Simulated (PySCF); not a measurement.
# Ti⁺: ionisation energy

Ti⁺ [Ar] 3d2 4s1 (4F) → Ti²⁺ [Ar] 3d2 (3F), as a difference of total energies. All numbers are calculated (PySCF 2.14, the non-relativistic Hamiltonian (point nucleus), in 6-31G* (5s4p2d1f, 34 functions)). Correlated levels: valence: [Ar] frozen. The calculations carry no spin-orbit coupling.

Q: Order these methods by the ionisation energy they give, lowest first.
A. MP2 (valence)
B. PBE
C. UHF
D. SCS-MP2 (valence)

A: C (12.836 eV), D (12.862 eV), A (12.914 eV), B (13.751 eV).

These non-relativistic numbers lack the scalar-relativistic shift.

The reference lies between the lowest fine-structure levels, while these numbers refer to the centres of the terms.

Errors of the correlated levels include the incompleteness of this basis and the frozen core.

For comparison: 13.575 eV (measured; NIST Atomic Spectra Database, ionization energies).
